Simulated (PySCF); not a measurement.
Gas-phase reaction: GaCl₃ + H₂ → GaH₂Cl + Cl₂

Method: PySCF energies plus ideal-gas RRHO corrections (1 bar). † marks an energy on the PBE0/def2-TZVP geometry and frequencies; other levels use their own. MP2 and CCSD(T) freeze the core. 6-31G* has spherical d functions here. All species are closed-shell singlets. B3LYP is the form with VWN-RPA correlation. Ga: all electrons, no relativistic terms. GaH₂Cl: computed as isolated molecules; such fragments, hydroxides, amides, oligomers or adducts are transient or little studied in the gas. MP2 isn't extrapolated to the basis-set limit. CCSD(T) isn't extrapolated to the basis-set limit.

| level | ΔH°(298 K), kJ |
|---|---|
| B3LYP/6-31G* | 369 |
| B3LYP/def2-TZVP† | 358 |
| CCSD(T)/def2-TZVPP† | 383 |
| MP2/def2-TZVPP† | ? |
| PBE0/def2-TZVP | ? |

Problem. Some entries are withheld; supply them.

Solution. 
- MP2/def2-TZVPP†, ΔH°(298 K), kJ: 404
- PBE0/def2-TZVP, ΔH°(298 K), kJ: 366
